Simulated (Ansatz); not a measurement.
I3Ti, sextet, geometry from GFN2-xTB of the parent state (such geometries of metal compounds can be far from the true shape) (the multiplicity is a formal guess) (all electrons, no relativity); Ansatz (an electronic-structure program) with BLYP/STO-3G.

The Ansatz input:
Ansatz 0.2 input:
```yaml
crystal:
  periodic: [false, false, false]
  atoms:
    - {symbol: Ti, position_ang: [-0.26398825, 0.29094200, 0.54074495]}
    - {symbol: I, position_ang: [-1.96538900, -1.56820713, -0.23004499]}
    - {symbol: I, position_ang: [0.02545701, 2.17943500, -1.27450510]}
    - {symbol: I, position_ang: [2.04951202, -0.73199625, 1.28008992]}
basis:
  gaussian:
    orbitals: STO-3G
hamiltonian:
  xc: blyp
magnetization: {spin_polarized: true, initial_magnetization: 5}
```

Problem. What does Ansatz print? Leave out banner, timings and long lists.

Solution. 
```
Functional definition: BLYP
1244 factors; their error is unknown
mean field evaluation 1: about -582283.2871 eV, gradient 1.0e1 eV
mean field evaluation 2: about -582273.1093 eV, gradient 1.8e1 eV
mean field evaluation 4: about -582280.3163 eV, gradient 1.3e1 eV
mean field evaluation 8: about -582284.7725 eV, gradient 4.6e-1 eV
mean field evaluation 16: about -582284.7561 eV, gradient 2.7e-5 eV
mean field evaluation 32: about -582284.7146 eV, gradient 4.4e-2 eV
mean field evaluation 64: about -582284.3558 eV, gradient 3.8e-1 eV
mean field evaluation 96: about -582284.7555 eV, gradient 1.1e-1 eV
mean field evaluation 128: about -582283.9225 eV, gradient 4.5e0 eV
mean field evaluation 160: about -582284.7148 eV, gradient 1.6e-6 eV
mean field evaluation 192: about -582283.5930 eV, gradient 7.0e0 eV
mean field -582284.75610939 eV, -21398.5701002368 hartree, gradient 4.5e-6 eV, S^2 8.751000; 7 other end points of the search recorded, 0 dependent functions left out
reference -582284.75638043 eV, -21398.5701101973 hartree; 93, 88 occupied and 6, 11 virtual orbitals, 1244 factors
Total energy: -582284.75638043 eV, -21398.5701101973 hartree
```
